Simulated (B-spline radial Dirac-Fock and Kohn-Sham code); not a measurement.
## X-ray scattering factor of Ba

System: the Ba atom, configuration [Xe] 5d2 (not the ground configuration).

Input of the calculation (task.json; shells as n, l, electrons):

```json
{"items": [{
  "Z": 56,
  "q": 0,
  "cfg": [[1, 0, 2], [2, 0, 2], [2, 1, 6], [3, 0, 2], [3, 1, 6], [3, 2, 10], [4, 0, 2], [4, 1, 6], [4, 2, 10], [5, 0, 2], [5, 1, 6], [5, 2, 2]],
  "A": 138,
  "rrms": 4.8378,
  "do": ["scatter"],
  "s": [0.0, 0.05, 0.1, 0.15, 0.2, 0.25, 0.3, 0.35, 0.4, 0.45, 0.5, 0.6, 0.7, 0.8, 0.9, 1.0, 1.1, 1.2, 1.4, 1.6, 1.8, 2.0, 2.5, 3.0, 3.5, 4.0, 5.0, 6.0],
  "pz": [0, 0.1, 0.14, 0.21, 0.3, 0.43, 0.62, 0.89, 1.3, 1.8, 2.6, 3.8, 5.5, 7.9, 11.0, 16.0, 23.0, 34.0, 48.0, 70.0, 100.0],
  "hv_scatter": [2000, 5000, 8047.8, 17479.3, 30000, 100000, 200000, 1000000]
}]}
```

Launch: `python xray_run.py task.json out`

Method: configuration-average Dirac-Fock orbitals. Computed with an atomic code on a B-spline grid. f₀ is the Fourier transform of the spherical electron density, S the Waller-Hartree incoherent function, and s = sin θ/λ. The electron scattering factor follows from the Mott-Bethe formula f_e = 0.023934 Å⁻¹·(Z − f₀)/s².

```csv
s (Å⁻¹),f₀,S,f_e (Å)
0,56.000,0.000,–
0.05,54.495,1.871,14.413
0.1,51.418,4.573,10.966
0.15,47.975,7.190,8.536
0.2,44.535,9.754,6.860
0.25,41.345,12.186,5.612
0.3,38.514,14.421,4.650
0.35,36.030,16.395,3.902
0.4,33.824,18.103,3.317
0.45,31.824,19.604,2.857
0.5,29.980,20.973,2.491
0.6,26.669,23.516,1.950
0.7,23.851,25.908,1.570
0.8,21.538,28.156,1.289
0.9,19.692,30.233,1.073
1,18.219,32.108,0.904
1.1,17.006,33.767,0.771
1.2,15.954,35.214,0.666
1.4,14.071,37.586,0.512
1.6,12.305,39.483,0.409
1.8,10.659,41.092,0.335
2,9.213,42.500,0.280
2.5,6.703,45.355,0.189
3,5.441,47.492,0.134
3.5,4.735,49.126,0.100
4,4.178,50.399,0.078
5,3.145,52.181,0.051
6,2.324,53.264,0.036
```

f₀ starts at the number of electrons, 56, and has fallen to half at s ≈ 0.56 Å⁻¹. The sum of ⟨r²⟩ over the electrons is 94.40 bohr². It fixes the forward electron scattering factor, f_e(0) = (a₀/3)Σ⟨r²⟩ = 16.651 Å.
